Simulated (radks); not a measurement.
The bromine ion Br29+, 6 electrons, occupied as [He] 2s2 2p2 (the NIST ground configuration).

Calculated with a radial shooting solver on a logarithmic mesh with Libxc functionals: scalar-relativistic Kohn-Sham, r2SCAN, spin-polarised, spherical densities, finite nucleus; open shells are filled with parallel spins first; meta-GGA in the generalised Kohn-Sham scheme; Fermi nuclear charge, rms radius 4.1629 fm.

Energy parts (hartree):
part                       energy
total                 -1754.00588
kinetic                1804.94932
electron-nucleus      -3669.06266
Hartree                 148.18671
exchange-correlation    -38.07925

Orbitals (lengths in bohr, moments of r in powers of bohr; r(90%) holds 90 % of the orbital's charge):
orbital  occ.  eigenvalue (hartree)  r(90%)  <1/r>
1s up       1             -564.3077  0.0761  35.74
1s down     1             -563.4717  0.0760  35.79
2s up       1             -126.0348   0.273  8.454
2s down     1             -124.6487   0.274  8.381
2p up       2             -120.5548   0.247  8.235
2p down     0             -118.7917   0.249  8.185
3s up       0             -51.70460   0.609  3.555
3s down     0             -50.82305   0.604  3.625
3p up       0             -50.02242   0.592  3.493
3p down     0             -49.13944   0.586  3.560

The highest occupied level is 2p up at -3280.5 eV. Summed over all electrons, <r^2> = 0.1363 bohr^2, which gives a Langevin (diamagnetic) susceptibility term of -0.108 x 10^-6 cm^3/mol. The electron density at the nucleus is 4.498e+04 e/bohr^3 (large components only). For comparison, the ionisation energy in NIST's Atomic Spectra Database is 3361 eV (semi-empirical). In exact Kohn-Sham theory the highest level is minus the ionisation energy, but local and semilocal functionals leave it too shallow, through self-interaction and a potential that decays too fast; potentials with the right tail come closer. Spin moment in Bohr magnetons: 2. The spin density at the nucleus is -3.13 e/bohr^3 (1s -50.81, 2s 47.68). The density falls to 0.001 e/bohr^3 at r = 0.60 bohr.
